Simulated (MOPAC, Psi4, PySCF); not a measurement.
Approach curve of the dimer C3H6 ··· H3O+ (SMILES C1CC1 and [OH3+]) (charge +1). Monomers: optimised at B3LYP-D3(BJ) (def2-TZVP), held rigid. Orientation: lowest of the rigid-body minima from ten starts at GFN2-xTB. Only R, the distance of the centres of mass, is varied, so the lowest point isn't the relaxed dimer.

- RKS-B3LYP/LANL2DZ = PySCF with restricted B3LYP/LANL2DZ, no counterpoise correction
- PM3, restricted, heats of formation (MOPAC)
- PM7, restricted, heats of formation (MOPAC)
- SAPT0/jun-cc-pVDZ, frozen core (Psi4)

Interaction energies in kJ/mol; the last columns give the difference from SAPT0:

| R / Å | RKS-B3LYP/LANL2DZ | PM3 | PM7 | SAPT0/jun-cc-pVDZ | RKS-B3LYP/LANL2DZ − SAPT0/jun-cc-pVDZ | PM3 − SAPT0/jun-cc-pVDZ | PM7 − SAPT0/jun-cc-pVDZ |
|---|---|---|---|---|---|---|---|
| 2.56 | 66.04 | 131.18 | 160.21 | 41.97 | 24.07 | 89.21 | 118.24 |
| 2.76 | -32.06 | 5.15 | 41.52 | -35.43 | 3.37 | 40.58 | 76.95 |
| 2.96 | -71.15 | -40.90 | -13.38 | -64.01 | -7.13 | 23.11 | 50.63 |
| 3.14 | -80.20 | -44.70 | -34.30 | -68.78 | -11.42 | 24.09 | 34.48 |
| 3.33 | -77.06 | -40.85 | -40.58 | -64.16 | -12.90 | 23.31 | 23.57 |
| 3.50 | -69.54 | -38.18 | -38.73 | -57.01 | -12.54 | 18.83 | 18.28 |
| 3.87 | -50.23 | -26.67 | -27.70 | -41.15 | -9.08 | 14.48 | 13.46 |
| 4.17 | -36.75 | -16.66 | -20.43 | -30.82 | -5.93 | 14.16 | 10.39 |
| 4.68 | -21.07 | -7.81 | -13.34 | -18.87 | -2.20 | 11.05 | 5.53 |
| 5.36 | -10.79 | -3.73 | -8.66 | -10.44 | -0.35 | 6.70 | 1.78 |
| 6.34 | -5.21 | -1.82 | -4.78 | -5.16 | -0.04 | 3.35 | 0.38 |
| 7.62 | -2.54 | -0.89 | -2.19 | -2.49 | -0.05 | 1.61 | 0.30 |

RKS-B3LYP/LANL2DZ is furthest from SAPT0/jun-cc-pVDZ at 2.56 (24.07 kJ/mol, above); its mean absolute difference over the points is 7.42 kJ/mol.

PM3 is furthest from SAPT0/jun-cc-pVDZ at 2.56 (89.21 kJ/mol, above); its mean absolute difference over the points is 22.54 kJ/mol.

PM7 is furthest from SAPT0/jun-cc-pVDZ at 2.56 (118.24 kJ/mol, above); its mean absolute difference over the points is 29.50 kJ/mol.
